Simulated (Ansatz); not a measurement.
System: SnHSCl, charge 0, singlet. SnHSCl (SMILES [SH][Sn][Cl]).
B3LYP-D3(BJ)/def2-TZVP minimum from Ansatz (an electronic-structure program):
```
Sn
Cl 1 2.3952
S 1 2.4480 2 94.35
H 3 1.3464 1 93.20 2 -180.00
```
Charge 0, spin multiplicity 1.

Total energies in def2-TZVPP, 18 correlated electrons, 19 frozen orbitals. Radicals and triplets start from unrestricted determinants; spin-orbit coupling is neglected. Cores are frozen in correlated methods (noble-gas shells, and filled d and f shells in the p block). Past Kr the def2 sets carry scalar-relativistic core potentials. Spin-orbit terms, left out, reach several kcal/mol for Br and I, and more for heavier atoms.

```csv
method,program,energy (Eh),minus CCSDT(Q) (mEh)
HF,Ansatz,-1071.08863,510.73
MP2,Ansatz,-1071.53392,65.44
CCSD,Ansatz,-1071.57375,25.61
CCSD(T),Ansatz,-1071.59661,2.76
CCSDT(Q),Ansatz,-1071.59936,0.00
```

Rough core times of Ansatz's runs on a shared machine: CCSD(T) under 20 s, CCSDT(Q) 70 min.
